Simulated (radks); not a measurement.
Results of a calculation; reference values are marked as such.
Problem. Valence configurations of neutral tin (all share [Kr]). Level of theory: scalar-relativistic Kohn-Sham, PBE, spin-unpolarised, spherical densities, point nucleus (a radial shooting solver on a logarithmic mesh with Libxc functionals). Order these by energy: 4d7 5s2 5p5; 4d9 5s1 5p4; 4d10 5s1 5p3; 4d8 5s1 5p5; 4d7 5s1.5 5p5.5; 4d10 5s2 5p2; 4d8 5s2 5p4; 4d9 5s2 5p3.

Solution. From the lowest, in eV above it: 4d10 5s2 5p2 0.000; 4d10 5s1 5p3 6.978; 4d9 5s2 5p3 24.465; 4d9 5s1 5p4 32.261; 4d8 5s2 5p4 53.588; 4d8 5s1 5p5 62.137; 4d7 5s2 5p5 87.385; 4d7 5s1.5 5p5.5 91.992. NIST lists [Kr] 4d10 5s2 5p2 as the ground configuration; this level of theory agrees among the configurations tried. The energies are those of spherical spin-averaged densities, not of single terms.
